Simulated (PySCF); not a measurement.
CH9BSi2.
SMILES with atom numbers: `[BH2:1][CH2:2][SiH2:3][SiH3:4]` (hydrogens: H5, H6 on B1; H7, H8 on C2; H9, H10 on Si3; H11, H12, H13 on Si4)

Cartesian coordinates in Å at the PBE0-D3(BJ)/def2-SVP level; atoms count from 1:
```
atom  x, y, z in Å
B1    -1.7278    0.8821   -0.4625
C2    -1.4140   -0.4915    0.1535
Si3    0.3545   -0.9147   -0.4370
Si4    1.8932    0.7588    0.1481
H5    -1.3926    1.8990    0.1053
H6    -2.2350    0.9744   -1.5580
H7    -2.0395   -1.3266   -0.1989
H8    -1.3364   -0.4948    1.2529
H9     0.3740   -1.1122   -1.9193
H10    0.7600   -2.2039    0.2065
H11    1.7545    1.0896    1.6008
H12    3.2903    0.2899   -0.1065
H13    1.6502    1.9996   -0.6505
```

The calculation used PBE0-D3(BJ)/def2-SVP geometry optimisation, gas phase in PySCF.

Take the most abundant isotopes and a rigid rotor. The values belong to one conformer with, in the numbering `[BH2:1][CH2:2][SiH2:3][SiH3:4]`, H–B1–C2–Si3 -86° and 89°, B1–C2–Si3–Si4 56°.

**Question.** Give the principal moments of inertia and the rotational constants in MHz.

**Answer.** Ia = 79.43, Ib = 204.66, Ic = 254.02 u·Å²; 505379 MHz·u·Å²/I gives A = 6362, B = 2469, C = 1990 MHz.

**Question.** What kind of rotor is it?

**Answer.** An asymmetric top. Ray's parameter κ = (2B − A − C)/(A − C) = -0.781; −1 is the prolate and +1 the oblate limit.

**Question.** What does the inertial defect say?

**Answer.** Not planar: Δ = Ic − Ia − Ib = -30.08 u·Å². For a rigid frame Δ = −2 Σ m c², so Σ m c² = 15.04 u·Å² lies off the ab plane: 10.36 from hydrogen and 4.68 from heavier atoms. The atom farthest from that plane is 1.61 Å away.

**Question.** Give the other two planar moments, Paa and Pbb, and the rms extents of the mass along the axes.

**Answer.** Paa = Σ m a² = (Ib + Ic − Ia)/2 = 189.63 and Pbb = Σ m b² = (Ia + Ic − Ib)/2 = 64.39 u·Å². With the mass M = 88.03 u, the rms extents √(P/M) along a, b and c are 1.47, 0.86, 0.41 Å.

**Question.** Which lines would a microwave search look for?

**Answer.** The dipole components are |μa| = 0.32 D, |μb| = 0.72 D, |μc| = 0.58 D. The squared components, which scale the intensities, stand as 0.20 : 1.00 : 0.67 (a : b : c). Some of the stronger lines:

```csv
type,branch,"J(Ka,Kc)",MHz,lower level (cm⁻¹)
a,Q,"1(1,0) ← 1(1,1)",480,0.279
c,Q,"1(1,1) ← 1(0,1)",3893,0.149
b,Q,"1(1,0) ← 1(0,1)",4373,0.149
a,R,"1(0,1) ← 0(0,0)",4459,0.000
b,Q,"2(1,1) ← 2(0,2)",4894,0.445
b,R,"2(0,2) ← 1(1,1)",4983,0.279
b,R,"1(1,1) ← 0(0,0)",8352,0.000
a,R,"2(1,2) ← 1(1,1)",8438,0.279
c,R,"1(1,0) ← 0(0,0)",8832,0.000
a,R,"2(0,2) ← 1(0,1)",8876,0.149
c,Q,"2(2,1) ← 2(1,1)",11679,0.608
b,Q,"2(2,0) ← 2(1,1)",11721,0.608
b,R,"2(1,2) ← 1(0,1)",12331,0.149
b,Q,"2(2,1) ← 2(1,2)",13119,0.560
c,R,"2(1,1) ← 1(0,1)",13770,0.149
c,R,"2(2,0) ← 1(1,0)",21119,0.295
b,R,"2(2,0) ← 1(1,1)",21598,0.279
```

**Question.** Estimate the classical rotational partition function at 10 K, 25 K and 500 K.

**Answer.** Point group C1, symmetry number σ = 1; q = (√π/σ)·√((kT/h)³/(ABC)), k/h = 20836.6 MHz/K: 954 at 10 K, 3770 at 25 K, 337000 at 500 K.

Stationary, but not proved a minimum. Constants of a rigid frame at the computed geometry: no zero-point averaging, no centrifugal distortion. A rigid rotor knows nothing of internal rotation, which can split or shift real lines. Quadrupole hyperfine structure (11B) is left out.

Time: 52 s wall; peak memory 0.45 GiB. Hardware: one thread of an Arm Neoverse V1, no GPU, shared host. That covers the optimisation of the geometry.
